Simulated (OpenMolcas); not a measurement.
What dynamic correlation does to the levels of Ba+

- Program: OpenMolcas 26.06
- Basis: ANO-RCC [12s10p8d4f2g]
- Scalar Hamiltonian: DKH2, point nucleus
- Active space: 1 electron in 9 orbitals (5d 6s 6p)
- State averaging: 2S+1 = 2 even, 6 roots; 2S+1 = 2 odd, 3 roots
- Spin-orbit coupling: state interaction with AMFI integrals over the reference wave functions, term energies averaged over their components

Methods on the same reference wave functions:
A. CASSCF
B. SS-CASPT2, IPEA 0.25 Eh, imaginary shift 0.1 Eh (closed shells correlated: 5s 5p)

Energies in cm⁻¹ above 6s ²S_1/2, the measured ground level; measured values from NIST Handbook of Basic Atomic Spectroscopic Data.

| Level | A | B | Measured |
| --- | --- | --- | --- |
| 6s ²S_1/2 | 0.0 | 0.0 | 0.0 |
| 5d ²D_3/2 | 5732 | 5019 | 4874 |
| 5d ²D_5/2 | 6590 | 5877 | 5675 |
| 6p ²P°_1/2 | 18160 | 20516 | 20262 |
| 6p ²P°_3/2 | 19251 | 21606 | 21952 |

Deviations, from unrounded energies. A percentage is the sum of absolute deviations over the sum of measured energies, with the sign that they share, or ± where signs differ.

```csv
Against measurement,Levels,A,B
mean absolute deviation (cm-1),4,1600,240
other configurations (%),4,±12.5,±1.8
```

B lies closest to measurement on these levels. The largest miss of B in the table is 6p ²P°_3/2, by -350 cm-1. The ranking rests on the paired levels alone, and a cruder setting can come out closer through cancelling errors.

The lowest spin-free term lies below A's lowest term by 0.192 hartree in B.

ANO sets are built for ground and valence states and can reach diffuse excited orbitals poorly. With one active electron the reference holds no correlation, so core polarisation is missing (holds for A). With one active electron, CASPT2 adds the correlation within the correlated inactive shells and between them and that electron, and leaves the splitting within a term as the reference gives it (holds for B). Measured partners are found by configuration, term and J. A level has none where our copy of the source lacks it or the pairing is in doubt (some pairs that miss far off the trend of their configuration count as doubtful), and it then counts in no deviation. Levels of configurations outside the active space are missing.

° marks odd parity.
